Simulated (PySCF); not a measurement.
Isomers of C4H9ClOSi, one conformer each. Level of theory: core-valence-separated Tamm–Dancoff BHandHLYP/aug-pcX-1 (pcseg-1 on H, def2-SVPD on Cl, def2-SVPD on Si) in PySCF, non-relativistic, gas phase, PBE0-D3(BJ)/def2-SVP geometry. No empirical shift is added; at this level the pattern usually sits a few eV under experiment.

P. `C=C(C)O[SiH2]CCl`
Q. `C=CC[Si@@H](O)CCl`

Main lines, eV (oscillator strength):
1. C K: 282.6 (0.056), 282.8 (0.065), 284.2 (0.063), 285.5 (0.009), 285.6 (0.009); O K: 532.2 (0.014), 533.7 (0.024), 534.1 (0.008), 534.2 (0.010), 534.4 (0.007)
2. C K: 283.1 (0.051), 284.4 (0.063), 284.5 (0.074), 285.4 (0.008), 285.6 (0.008); O K: 533.3 (0.008), 533.5 (0.012), 534.2 (0.012), 535.1 (0.012), 535.1 (0.006)
Listed: the first five lines at most of each edge with a tenth or more of its strongest line's intensity; roots within 0.03 eV on the same or equivalent atoms are summed. Only the lowest roots were sought, and the top ones are left out.

Question: Which spectrum belongs to which isomer?

Answer: 1 = Q, 2 = P.
- P: first C line listed at 283.1 eV, hole on the terminal =CH2 carbon (1s→π*); first O line listed at 533.3 eV, hole on the silyl ether oxygen.
- Q: first C line listed at 282.6 eV, hole on the terminal =CH2 carbon (1s→π*); first O line listed at 532.2 eV, hole on the silanol oxygen.

Question: What are the ground-state energies of the isomers at BHandHLYP/aug-pcX-1 (pcseg-1 on H, def2-SVPD on Cl, def2-SVPD on Si), relative to the lowest?

Answer: P 39.4, Q 0.0 kJ/mol (electronic energies on these geometries, no dispersion or zero-point terms).
